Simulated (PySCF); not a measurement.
Electron correlation in Ag⁺ (silver, charge +1)

[Kr] 4d10, closed-shell 1S. Calculation: PySCF 2.14, in def2-QZVPPD with the def2 core potential (28 electrons) (7s5p4d4f2g, 88 functions); a scalar-relativistic core potential. Frozen: 4s2 4p6; 10 electrons correlated.

```tsv
level	correlation energy (mhartree)
CCSD	-351.88
(T)	-13.41
CCSD(T)	-365.29
```

Diagnostics: T1 = 0.0019, D1 = 0.0027, largest double amplitude 0.017.

Q: Is a single reference adequate?

A: Yes, within this model without spin-orbit coupling: T1 lies below 0.03 and no double amplitude reaches 0.07.
